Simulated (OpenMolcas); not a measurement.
**Sb IV: CASPT2 settings compared**

```yaml
Program: OpenMolcas
Basis: ANO-R3 [8s7p5d3f2g1h]
Scalar_Hamiltonian: X2C, finite nucleus
Active_space: 2 electrons in 4 orbitals (5s 5p)
State_averaging: 2S+1 = 3 even, 3 roots; 2S+1 = 1 even, 7 roots; 2S+1 = 3 odd, 3 roots; 2S+1 = 1 odd, 3 roots
Spin-orbit_coupling: state interaction with AMFI integrals over the reference wave functions, term energies averaged over their components
```

Methods on the same reference wave functions:
A. CASSCF
B. SS-CASPT2, IPEA 0.1 Eh, sigma1 regulariser 0.05 Eh (closed shells correlated: 4d)
C. MS-CASPT2, IPEA 0.1 Eh, sigma1 regulariser 0.05 Eh (closed shells correlated: 4d)
D. XMS-CASPT2, IPEA 0.15 Eh, sigma1 regulariser 0.5 Eh (closed shells correlated: none)
E. XMS-CASPT2, IPEA 0.3 Eh, real shift 0.5 Eh (closed shells correlated: 4d)

Energies in cm⁻¹ above 5s² ¹S₀, the measured ground level; measured values from Moore, Atomic Energy Levels, vol. III, NSRDS-NBS 35 (1971 reprint of NBS Circular 467, 1958).

```tsv
Level	A	B	C	D	E	Measured
5s² ¹S₀	0.0	0.0	0.0	0.0	0.0	0.0
5s 5p ³P°₀	59806	64460	65180	60370	66930	
5s 5p ³P°₁	61870	66410	67130	62390	68890	66700
5s 5p ³P°₂	66637	71290	72010	67200	73760	72560
5s 5p ¹P°₁	102965	93410	94130	97170	96290	95952
5p² ³P₀	149529	152270	152990	149520	154890	152076
5p² ³P₁	152683	155820	156540	153000	158450	156388
5p² ¹S₀	189123	180920	182360	179970	184170
```

Deviations, from unrounded energies. A percentage is the sum of absolute deviations over the sum of measured energies, with the sign that they share, or ± where signs differ.

```json
{"Against measurement": "mean absolute deviation (cm-1)", "Levels": "5", "A": "4800", "B": "970", "C": "770", "D": "3400", "E": "1700"}
{"Against measurement": "other configurations (%)", "Levels": "5", "A": "±4.4", "B": "±0.9", "C": "±0.7", "D": "±3.1", "E": "+1.6"}
```

C lies closest to measurement on these levels and A furthest from it. The largest miss of C in the table is 5s 5p ¹P°₁, by -1800 cm-1. The ranking rests on the paired levels alone, and a cruder setting can come out closer through cancelling errors.

Among B to E the level of the table that moves most is 5s 5p ³P°₀, by 6600 cm-1 (lowest in D, highest in E). Moves below CASPT2's spread within the term are not significant.

The lowest spin-free term lies below A's lowest term by 0.483 hartree in B, 0.486 hartree in C, 0.007 hartree in D, 0.491 hartree in E.

CASPT2 does not keep the components of a term degenerate, so their means are used; among the terms shown or strongly mixed into the levels shown the widest spread is 49 cm-1 (5s 5p ³P°, E). Over all roots computed the reference weight is 0.86 to 0.94 in B, 0.86 to 0.94 in C; the roots of lowest weight are the least certain, and an intruder state may touch them. The ¹D term of p² mixes with s d, which this space lacks. Computed and measured levels are paired by configuration, term and J; levels that our copy of the source lacks, or whose pairing is in doubt (as where it misses far off the trend of its configuration), stay unpaired and out of the deviations. Levels of configurations outside the active space are missing. The table leaves out levels that lie high or whose names do not pair safely across all columns.

° marks odd parity.
